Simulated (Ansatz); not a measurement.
Ga3N3⁻. Total charge -1; doublet. Geometry PBE-D4/def2-SVPD.

```xyz
6

Ga    1.0153   -3.2718    2.4676
Ga   -1.7683    2.3167   -2.4886
Ga    0.6967    1.3847   -0.2471
N     0.4016   -1.7604    1.2239
N    -0.2906    2.3165   -1.4420
N    -0.0546   -0.9858    0.4861
```

LC-ωPBE has ω = 0.4 bohr⁻¹. At r2SCAN-D4/def2-TZVPD the charge -1 doublet is spin-contaminated (final ⟨S²⟩ up to 0.83, 0.75 for a pure state). Another isomer (doublet) lies 1.45 eV lower at PBE0-D4/def2-TZVPD; other spin states weren't run for this one.

(1) Estimate the α-spin orbital energies around the gap (eV) in Ansatz with PBE-D4/def2-TZVPD, revPBE-D4/def2-TZVPD, r2SCAN-D4/def2-TZVPD, PBE0-D4/def2-TZVPD, LC-ωPBE/def2-TZVPD.

## Answers

(1) 
```csv
orbital,PBE-D4/def2-TZVPD,revPBE-D4/def2-TZVPD,r2SCAN-D4/def2-TZVPD,PBE0-D4/def2-TZVPD,LC-ωPBE/def2-TZVPD
HOMO−5,-3.93,-3.87,-4.29,-5.26,-8.31
HOMO−4,-2.45,-2.37,-2.65,-3.22,-5.51
HOMO−3,-1.29,-1.21,-1.48,-2.10,-4.31
HOMO−2,-1.14,-1.06,-1.32,-1.91,-4.07
HOMO−1,-0.54,-0.48,-0.68,-1.26,-3.75
HOMO,-0.25,-0.21,-0.59,-1.13,-3.12
LUMO,0.10,0.17,0.06,0.51,2.19
LUMO+1,1.55,1.60,1.50,1.98,3.38
LUMO+2,1.69,1.75,1.76,2.29,3.59
LUMO+3,2.27,2.33,2.43,2.69,4.14
LUMO+4,2.32,2.34,2.66,3.02,4.32
LUMO+5,2.47,2.53,2.84,3.07,4.82
β HOMO,-0.57,-0.51,-0.75,-1.24,-3.14
β LUMO,0.33,0.42,0.41,0.85,2.42
```
